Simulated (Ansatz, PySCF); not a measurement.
Gas-phase reaction (SMILES): CC(C)[Si](O)(O)O + Cl (HCl) → O[Si](O)(O)Cl [chloro(trihydroxy)silane] + CCC [propane]; hydrogen chloride cleaves one Si-C bond, a model of a ligand-exchange step.

Geometries: B3LYP-D3(BJ)/def2-TZVP minima from Ansatz (a first-principles code), one conformer each, not searched for the lowest. Cores are frozen in the correlated levels unless marked. Spin-orbit coupling is left out. No relativistic terms. CBS marks a two-point X^-3 extrapolation of the correlation energy; Hartree-Fock from the larger set. The bracket is a focal-point correction in the basis named. Thermal terms are rigid-rotor harmonic-oscillator values from B3LYP-D3(BJ) frequencies (Ansatz or PySCF) at 298.15 K and 1 atm. 1 Eh = 627.5095 kcal/mol.

| species | E, RI-MP2/CBS(cc-pV(T+d)Z,cc-pV(Q+d)Z)+[CCSD(T)-MP2]/cc-pV(T+d)Z (Ansatz) (Eh) | E, PBE-D3(BJ)/def2-TZVPD (Ansatz + dftd3) (Eh) | H - E (Eh) |
|---|---|---|---|
| CC(C)[Si](O)(O)O | -634.95658 | -635.28785 | 0.14814 |
| Cl (HCl) | -460.37804 | -460.62865 | 0.01000 |
| O[Si](O)(O)Cl | -976.39981 | -976.95171 | 0.05273 |
| CCC | -118.97835 | -119.00726 | 0.10859 |

Problem. Work out ΔE and ΔH at 298.15 K at the first level, then ΔH at the second.

Solution. 
1. ΔE = [(-976.39981) + (-118.97835)] - [(-634.95658) + (-460.37804)] = -0.04354 Eh = -27.3 kcal/mol at RI-MP2/CBS(cc-pV(T+d)Z,cc-pV(Q+d)Z)+[CCSD(T)-MP2]/cc-pV(T+d)Z.
2. The terms H - E add up to 0.00318 Eh, so ΔH = (-0.04354 + (0.00318))×627.5095 = -25.3 kcal/mol.
3. At PBE-D3(BJ)/def2-TZVPD the same steps give ΔE = -26.7 and ΔH = -24.7 kcal/mol, a shift of +0.6 from the first level.
4. These values are not checked against measurement here, since the tables used lack a sound gas-phase enthalpy of formation for at least one species.
